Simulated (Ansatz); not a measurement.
Wavefunction ladder for `CC[N](C)[Hf]([OH])([Cl])[O]C`

| atom | x (Å) | y (Å) | z (Å) |
| --- | --- | --- | --- |
| C1 | 1.859 | 0.573 | 0.691 |
| C2 | 1.413 | -0.864 | 0.874 |
| N3 | 0.274 | -1.210 | 0.054 |
| C4 | -0.114 | -2.592 | 0.237 |
| Hf5 | -0.687 | 0.023 | -1.247 |
| O6 | -2.239 | -0.961 | -1.824 |
| Cl7 | 0.749 | 0.483 | -3.103 |
| O8 | -1.152 | 1.690 | -0.433 |
| C9 | -1.376 | 2.882 | 0.239 |
| H10 | 1.076 | 1.274 | 0.992 |
| H11 | 2.130 | 0.777 | -0.350 |
| H12 | 2.739 | 0.781 | 1.301 |
| H13 | 1.178 | -1.043 | 1.935 |
| H14 | 2.252 | -1.536 | 0.633 |
| H15 | -0.384 | -2.799 | 1.282 |
| H16 | 0.705 | -3.275 | -0.031 |
| H17 | -0.975 | -2.843 | -0.386 |
| H18 | -3.136 | -1.005 | -2.142 |
| H19 | -2.405 | 2.928 | 0.611 |
| H20 | -0.698 | 2.982 | 1.095 |
| H21 | -1.211 | 3.734 | -0.428 |

Total charge 0; spin multiplicity 1. Correlated methods include outer-core shells of Hf, which these sets cover unevenly. Hf: def2 effective core potential. Geometry: relaxed with PBE0-D4/def2-TZVP. It is one conformer, not always the lowest. Frozen core, restricted reference, Ansatz 0.2.0.

| basis | HF (Eh) | MP2 corr. |
| --- | --- | --- |
| def2-SVP | -869.43308 | -1.48088 |
| def2-TZVPP | -870.02741 | -1.91061 |
| def2-QZVPP | -870.05789 | -2.07552 |

Estimate the CCSD correlation energy and the (T) correction in each basis where they were run (hartree).


```tsv
basis	CCSD corr.	(T)
def2-SVP	-1.55665	-0.04656
def2-TZVPP	-1.96843	-0.08141
```
